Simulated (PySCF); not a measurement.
`O=C(O)CB(F)F`. Level of theory: PySCF 2.14.0, PBE0-D3(BJ)/def2-SVP geometry optimisation, gas phase.

```
atom  x, y, z in Å
O1     1.2090   -1.4671   -0.8317
C2     0.9325   -0.5146   -0.1538
O3     1.7603    0.5248    0.0178
C4    -0.3682   -0.3203    0.5658
B5    -1.3744    0.5755   -0.2377
F6    -0.9672    1.4416   -1.1411
F7    -2.6714    0.5011   -0.0183
H8     2.5477    0.3441   -0.5194
H9    -0.8250   -1.2978    0.7691
H10   -0.1946    0.1913    1.5283
```

Task: Where is the centre of mass (commonest isotopes), and what is the radius of gyration?

Result: Mass 108.019 u; centre at (-0.263, 0.161, -0.286) Å; Rg = √(Σ m r²/M) = 1.886 Å. As Ia + Ib + Ic = 2 Σ m r², the three principal moments sum to 768.1 u·Å².

Task: Which two atoms are farthest apart?

Result: F7···H8, 5.25 Å; the next longest distance is 4.43 Å.

Task: Work out the bond lengths O1=C2, C2–C4, O3–H8, C4–B5, C4–H9, B5–F6, B5–F7 in Å.

Result: For O1=C2 the difference vector is (-0.2765, 0.9525, 0.6779) Å, of length 1.2014 Å. O1=C2 1.201; C2–C4 1.499; O3–H8 0.970; C4–B5 1.569; C4–H9 1.098; B5–F6 1.316; B5–F7 1.318 Å.

Task: What is the repulsion energy of the bare nuclei, Σ ZA·ZB/RAB?

Result: 289.94 Eh over 45 pairs, with full nuclear charges and distances in bohr; the largest single term is 21.14 Eh (O1 with C2).

Task: How far are the heavy atoms from their best plane (unweighted least squares)?

Result: 0.504 Å rms; O1 0.81, C2 0.06, O3 0.58, C4 0.66, B5 0.02, F6 0.58, F7 0.07 Å (magnitudes).

Task: How far apart are these pairs, which share no bond: O1···H8, C2···B5, O3···F6, B5···H8, B5···H9?

Result: O1···H8 2.274 Å (3 bonds apart); C2···B5 2.553 Å (2 bonds apart); O3···F6 3.102 Å (4 bonds apart); B5···H8 3.939 Å (4 bonds apart); B5···H9 2.197 Å (2 bonds apart).

PBE0-D3(BJ)/def2-SVP frequencies: not computed here. The numbers are those of one conformer.
